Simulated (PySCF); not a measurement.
Br⁺: ionisation energy

Br⁺ [Ar] 3d10 4s2 4p4 (3P) → Br²⁺ [Ar] 3d10 4s2 4p3 (4S), as a difference of total energies. All numbers are calculated (PySCF 2.14, no relativity, point nucleus, in dyall-ae2z). Correlated levels: valence: [Ar] 3d10 frozen; virtual orbitals above 40 to 60 times the deepest correlated orbital energy dropped. The calculations carry no spin-orbit coupling.

| method | ionisation energy (eV) |
| --- | --- |
| UHF | 20.274 |
| MP2 (valence) | 20.727 |
| SCS-MP2 (valence) | 20.763 |
| CCSD (valence) | 20.758 |
| CCSD(T) (valence) | 20.767 |

Task: How much does correlation contribute at CCSD(T) (valence)?

Result: 20.767 − (20.274) = 0.493 eV, measured against UHF.

These non-relativistic numbers lack the scalar-relativistic shift.

Errors of the correlated levels include the incompleteness of this basis and the frozen core.

For comparison: 21.409 eV (measured; NIST levels, between the centres of gravity of the two terms).
